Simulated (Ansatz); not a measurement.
`[F][GeH]([F])[Cl]` + CH₃SH → `C[S][GeH]([F])[F]` + HCl at 500 K and 1 bar (ligand exchange at a Ge–Cl bond).

Gas-phase electronic energies from Ansatz, PBE0-D4/def2-TZVP geometries. CCSD(T)/CBS is the MP2 limit (def2-TZVPP, def2-QZVPP) plus CCSD(T) − MP2 in def2-TZVPP, frozen cores. This one scheme is used for every species. For Ge outer-core shells are correlated without core-valence functions, which leaves a few kJ/mol of doubt a bond. Scalar relativity is left out up to krypton. One conformer a species, not always the lowest.

```tsv
species	CCSD(T)/CBS energy (Eh)	H − E (kJ/mol)	S (J/(mol·K))
`[F][GeH]([F])[Cl]`	-2736.19042	70.0	357.9
CH₃SH	-438.22835	145.1	283.7
`C[S][GeH]([F])[F]`	-2714.02980	183.7	434.9
HCl	-460.38127	32.5	201.9
```

H − E and S are ideal-gas, rigid-rotor, harmonic terms from PBE0-D4/def2-TZVP, for one conformer and one mirror image of each species. 1 Eh = 2625.50 kJ/mol, R = 8.31446 J/(mol·K).

Question: By hand: ΔE, ΔH, ΔS and ΔG.

Answer: ΔE = (-2714.02980) + (-460.38127) − (-2736.19042) − (-438.22835) = 0.00770 Eh = 20.2 kJ/mol. Δ(H − E) = 183.7 + 32.5 − 70.0 − 145.1 = 1.1, so ΔH = 21.3 kJ/mol. ΔS = 434.9 + 201.9 − 357.9 − 283.7 = -4.8 J/(mol·K). ΔG = 21.3 − 500 × (-4.8)/1000 = 23.7 kJ/mol.

Question: By hand: the equilibrium constant, and the temperature at which ΔG would vanish if ΔH and ΔS stayed fixed.

Answer: log₁₀ K = −ΔG/(RT ln 10) = -2.5. ΔH and −TΔS have one sign here, so there is no such temperature.

The number of gas molecules stays the same, so ΔS is small and ΔH decides. A doubt of 5 kJ/mol in ΔE shifts log₁₀ K by 0.5 here. Other conformers and mirror images would add mixing entropy, several J/(mol·K) or more a flexible species. Modes under 60 cm⁻¹, often nearly free rotors, make the harmonic entropy too high. These are equilibria of isolated gas molecules and say nothing of rates. Largest T1 diagnostic: 0.012 (customary marks: 0.02 for closed shells, 0.045 for open ones).

ΔS is within the doubt of such terms, so its sign, and with it that verdict, could turn.
